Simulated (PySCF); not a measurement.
## Correlation energy of Br (bromine, neutral)

[Ar] 3d10 4s1 4p6, 2S determinant (an excited configuration). Computed with PySCF 2.14 in def2-QZVPPD (12s8p5d4f1g, 98 functions), with the non-relativistic Hamiltonian (point nucleus). Frozen: [Ar] 3d10; 7 electrons correlated.

MP2 pair energies summed by pair of shells (mhartree):

```
 pair   energy  share (%)
4p-4p  -199.93       88.7
4s-4p   -25.40       11.3
```

Total MP2 correlation energy: -225.33 mhartree.

Same-spin part -40.12 and opposite-spin part -185.21 mhartree; SCS-MP2 scales them by 1/3 and 6/5 to -235.62 mhartree.
